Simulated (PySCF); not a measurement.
r2SCAN0 single point of singlet NiH₄ at its PBE0 minimum.

An equivalent PySCF input for this run (the driver started from the density of an earlier step):

```python
from pyscf import gto, scf, dft
mol = gto.M(atom='''
Ni    -0.000000     0.000000     0.000000
H      0.330183     1.489186    -0.301478
H     -0.331917    -1.489150    -0.299744
H     -0.269180     1.501412     0.301478
H      0.270914    -1.501447     0.299744''',
    basis={'Ni': 'def2-TZVP', 'H': 'def2-TZVP'},
    charge=0, spin=0)
mf = dft.RKS(mol, xc='HYB_MGGA_XC_R2SCAN0')
mf.grids.atom_grid = (90, 434)
aux = {'Ni': 'def2-universal-JKFIT', 'H': 'def2-universal-JKFIT'}
mf = mf.density_fit(auxbasis=aux)
mf.conv_tol = 1e-08
mf.diis_space = 10
mf.max_cycle = 60
mf.verbose = 4
mf.kernel()
```

Excerpt of the output:

```
init E= -1510.57737236632
  HOMO = -0.213450030906556  LUMO = 0.00210716411794061  gap/eV = 5.86561
cycle= 1 E= -1510.57588711268  delta_E= 0.00149  |g|= 0.143  |ddm|= 0.111
  HOMO = -0.162893747304018  LUMO = 0.0128570716941201  gap/eV = 4.78242
cycle= 2 E= -1510.52647591225  delta_E= 0.0494  |g|= 0.747  |ddm|= 0.33
  HOMO = -0.203985769775603  LUMO = 0.0051417730350499  gap/eV = 5.69065
cycle= 3 E= -1510.57788555178  delta_E= -0.0514  |g|= 0.0142  |ddm|= 0.273
  HOMO = -0.205087498168472  LUMO = 0.00496860207123787  gap/eV = 5.71592
cycle= 4 E= -1510.57790570463  delta_E= -2.02e-05  |g|= 0.00057  |ddm|= 0.00651
  HOMO = -0.205197961088672  LUMO = 0.00500449285378232  gap/eV = 5.71990
cycle= 5 E= -1510.57790600793  delta_E= -3.03e-07  |g|= 0.000131  |ddm|= 0.00246
  HOMO = -0.205229080676485  LUMO = 0.00501115662690008  gap/eV = 5.72093
cycle= 6 E= -1510.57790601773  delta_E= -9.8e-09  |g|= 9.81e-05  |ddm|= 0.000443
  HOMO = -0.205200253846231  LUMO = 0.00501667104787576  gap/eV = 5.72029
Extra cycle  E= -1510.57790599817  delta_E= 1.96e-08  |g|= 0.000474  |ddm|= 0.000218
converged SCF energy = -1510.57790599817
```

This run, together with those of the ionised and electron-attached species (not shown), took 8.4 s on 2 threads of a shared Arm Neoverse V1 host, with 69 basis functions; the process peaked at 0.88 GiB. Launch command: `OMP_NUM_THREADS=2 python axn.py task.json out`.
